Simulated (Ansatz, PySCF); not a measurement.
Potential energy curve for MgN (cation, charge +1), lowest triplet found (which spin is the ground state isn't settled by this scan).

Methods: UKS-B3LYP/LANL2DZ = unrestricted B3LYP/LANL2DZ, with its core potentials past Ne in PySCF; ROCCSD(T) = CCSD(T) on ROHF/aug-cc-pVDZ, frozen core run with Ansatz (an electronic-structure program); ROCCSDT = CCSDT on ROHF/aug-cc-pVDZ, frozen core run with Ansatz.

Total energies in hartree (comparable only within one method and basis):

```json
[
 {"R / Å": "1.52", "UKS-B3LYP/LANL2DZ": "-55.05487", "ROCCSD(T)": "-253.75043", "ROCCSDT": "-253.75099"},
 {"R / Å": "1.67", "UKS-B3LYP/LANL2DZ": "-55.12047", "ROCCSD(T)": "-253.82472", "ROCCSDT": "-253.82568"},
 {"R / Å": "1.76", "UKS-B3LYP/LANL2DZ": "-55.14355", "ROCCSD(T)": "-253.84887", "ROCCSDT": "-253.84991"},
 {"R / Å": "1.86", "UKS-B3LYP/LANL2DZ": "-55.15846", "ROCCSD(T)": "-253.86454", "ROCCSDT": "-253.86568"},
 {"R / Å": "1.95", "UKS-B3LYP/LANL2DZ": "-55.16534", "ROCCSD(T)": "-253.87199", "ROCCSDT": "-253.87323"},
 {"R / Å": "2.02", "UKS-B3LYP/LANL2DZ": "-55.16777", "ROCCSD(T)": "-253.87490", "ROCCSDT": "-253.87622"},
 {"R / Å": "2.07", "UKS-B3LYP/LANL2DZ": "-55.16838", "ROCCSD(T)": "-253.87588", "ROCCSDT": "-253.87725"},
 {"R / Å": "2.14", "UKS-B3LYP/LANL2DZ": "-55.16809", "ROCCSD(T)": "-253.87614", "ROCCSDT": "-253.87760"},
 {"R / Å": "2.19", "UKS-B3LYP/LANL2DZ": "-55.16728", "ROCCSD(T)": "-253.87576", "ROCCSDT": "-253.87727"},
 {"R / Å": "2.28", "UKS-B3LYP/LANL2DZ": "-55.16502", "ROCCSD(T)": "-253.87428", "ROCCSDT": "-253.87589"},
 {"R / Å": "2.38", "UKS-B3LYP/LANL2DZ": "-55.16184", "ROCCSD(T)": "-253.87196", "ROCCSDT": "-253.87367"},
 {"R / Å": "2.52", "UKS-B3LYP/LANL2DZ": "-55.15709", "ROCCSD(T)": "-253.86833", "ROCCSDT": "-253.87014"},
 {"R / Å": "2.66", "UKS-B3LYP/LANL2DZ": "-55.15268", "ROCCSD(T)": "-253.86488", "ROCCSDT": "-253.86673"},
 {"R / Å": "2.87", "UKS-B3LYP/LANL2DZ": "-55.14726", "ROCCSD(T)": "—", "ROCCSDT": "—"}
]
```

A dash means that the run gave no value there, or that the column was ended at a point which the program doubted or which failed a test of continuity chosen for this set; such a test can also cut sound points.

The unrestricted determinant behind UKS-B3LYP/LANL2DZ is spin-contaminated at 1.67 to 7.22 Å (<S²> up to 3.0, against 2.00 for a pure triplet). The T1 diagnostic of CCSD on the restricted reference of ROCCSD(T), ROCCSDT exceeds 0.045 at 1.67 to 3.09 Å.
